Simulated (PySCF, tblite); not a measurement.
Isomers of C5H7NO3Si, one GFN2-xTB conformer each. Single-point energies are computed at PBE0/pcSseg-1 (PySCF, gas phase, no added dispersion term), electronic only.

```
                    SMILES  GFN2-xTB relative energy (kcal/mol)
     O=CO[Si@@H](O)n1cccc1                                  0.0
C=C[C@H](O[SiH2]C#N)C(=O)O                                 86.2
```

Conformers: `[O:1]=[CH:2][O:3][Si@@H:4]([OH:5])[n:6]1[cH:7][cH:8][cH:9][cH:10]1` with O1–C2–O3–Si4 1°, C2–O3–Si4–O5 42°, O3–Si4–O5–H -46°, O3–Si4–N6–C7 21°; `[CH2:1]=[CH:2][C@H:3]([O:4][SiH2:5][C:6]#[N:7])[C:8](=[O:9])[OH:10]` with C1–C2–C3–O4 5°, C2–C3–O4–Si5 -101°, C3–O4–Si5–C6 168°, C2–C3–C8–O9 111°, C3–C8–O10–H 178°.

What does PBE0/pcSseg-1 give for the same structures?

```json
{"SMILES": "O=CO[Si@@H](O)n1cccc1", "PBE0/pcSseg-1 E (Eh)": "-764.06221", "PBE0/pcSseg-1 (kcal/mol)": "0.0", "GFN2-xTB (kcal/mol)": "0.0", "point group": "C1"}
{"SMILES": "C=C[C@H](O[SiH2]C#N)C(=O)O", "PBE0/pcSseg-1 E (Eh)": "-763.96030", "PBE0/pcSseg-1 (kcal/mol)": "63.9", "GFN2-xTB (kcal/mol)": "86.2", "point group": "C1"}
```

Both levels put the same isomer lowest. As drawn, the lower has an aromatic ring, which the higher lacks; the higher has a C≡N group, an Si–C bond and a C=C bond outside aromatic rings, which the lower lacks.

Which frontier levels, dipoles and rotational constants go with these structures?

```csv
SMILES,"HOMO (eV, PBE0/pcSseg-1)",LUMO (eV),dipole (D),"A, B, C (MHz)"
O=CO[Si@@H](O)n1cccc1,-6.36,-0.56,1.26,"3233, 696.1, 594.5"
C=C[C@H](O[SiH2]C#N)C(=O)O,-8.21,-1.01,6.99,"2047, 748.2, 597.6"
```

What happens when harmonic zero-point energies from GFN2-xTB frequencies are added?

| SMILES | ZPE (kcal/mol) | electronic (kcal/mol) | with ZPE (kcal/mol) |
| --- | --- | --- | --- |
| O=CO[Si@@H](O)n1cccc1 | 73.2 | 0.0 | 0.0 |
| C=C[C@H](O[SiH2]C#N)C(=O)O | 70.5 | 63.9 | 61.2 |

The zero-point energies span 2.7 kcal/mol. The order is unchanged.
